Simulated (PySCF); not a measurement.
A series of substituents X on one scaffold: silaethenyl-X. Gas-phase values, no solvent. One relaxed conformer stands for each flexible species; it need not be the lowest. Strings in code marks are SMILES. In the def2 sets, heavy atoms carry core potentials. All members: neutral, multiplicity 1. Level: ωB97X-D3(BJ)/def2-TZVP // PBE0-D3(BJ)/def2-TZVP (PySCF). Delta-SCF ions had no search for a lower state.  The removal energy is E(N − 1 electrons) − E(N electrons) at the parent's geometry; ε(HOMO) is measured against the vacuum level.

| species | −ε(HOMO) (eV) | vertical ionisation energy (Delta-SCF) (eV) |
|---|---|---|
| `C=[SiH]OC` (C–Si–O–C torsion 0°) | 8.43 | 8.26 |
| `C=[SiH]C(C)C` (C–Si–C–C torsion 125°) | 8.48 | 8.19 |
| `C=[SiH]O` (C–Si–O–H torsion 0°) | 8.51 | withheld |
| `C=[SiH]F` | 8.96 | 8.91 |
| `C=[SiH]C(N)=O` (C–Si–C–O torsion 180°, Si–C–N–H torsion 0°) | 9.05 | 8.81 |
| `C=[SiH]C#N` | 9.50 | 9.32 |

Question: Fit vertical ionisation energy (Delta-SCF) = a + b·x to the 5 complete rows by least squares, with x = −ε(HOMO) in eV. Give a, b and the rms residual, and predict the withheld value.

Answer: Means of the 5 rows: x̄ = 8.884, ȳ = 8.698 eV. Σ(x − x̄)² = 0.78212 and Σ(x − x̄)(y − ȳ) = 0.82194, so b = 1.051 and a = ȳ − b·x̄ = -0.639 eV. The rms residual is 0.078 eV. At x = 8.51 the line gives 8.31 eV. The run for `C=[SiH]O` (C–Si–O–H torsion 0°) gave 8.41 eV, so the line is off by 0.10 eV, within twice the rms residual.

Codes: PySCF.
